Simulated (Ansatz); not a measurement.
Born–Oppenheimer molecular dynamics of CH₆BrGa (9 atoms, charge 0, multiplicity 1). It starts at the highest image of a converged band, a first-order saddle point between two minima.

Method: RKS CAM-B3LYP-D4/def2-SVP in Ansatz.

- ensemble: NVE (velocity Verlet)
- time step: 0.5 fs
- steps asked: 200
- starting velocities drawn for: 100 K
- seed: 9938

First frame:

```xyz
9
Properties=species:S:1:pos:R:3
Ga -0.002 -0.035 0.006
H -0.140 -0.051 1.675
H 1.438 0.354 -0.418
C -1.721 0.006 -0.915
H -2.470 -0.586 -0.373
H -2.083 1.042 -0.998
H -1.616 -0.403 -1.931
Br 0.266 -2.643 0.853
H 0.024 -1.226 1.588
```

(1) How far do the bonds stretch over the last three quarters of this one trajectory? (Pairs bonded in most of those frames.)

Results:

(1) 
| bond | mean (Å) | spread (Å) | shortest | longest |
| --- | --- | --- | --- | --- |
| Ga1–H3 | 1.560 | 0.008 | 1.55 | 1.57 |
| Ga1–C4 | 1.947 | 0.011 | 1.92 | 1.96 |
| Ga1–Br8 | 2.386 | 0.276 | 2.03 | 2.78 |
| H2–H9 | 0.771 | 0.021 | 0.74 | 0.83 |
| C4–H5 | 1.103 | 0.014 | 1.08 | 1.13 |
| C4–H6 | 1.100 | 0.006 | 1.09 | 1.11 |
| C4–H7 | 1.100 | 0.008 | 1.09 | 1.12 |

Mean temperature of the second half: 1040 K. The conserved energy stayed within 0.04 meV per atom of its start (net change -0.019 meV per atom), so the integration is sound. The kinetic energy rose, since the run started high on the potential surface and went downhill. It ends in pieces (CH4BrGa + H2), so much of that is their flight and rotation, not heat. A run of 0.1 ps of so small a system gives no equilibrium averages. The orbitals stay closed-shell, which can raise the energy where a bond breaks towards radicals; this wasn't checked here.

The run took 6 min on 4 threads of Arm Neoverse V2, on a shared host, peak memory 0.32 GiB.
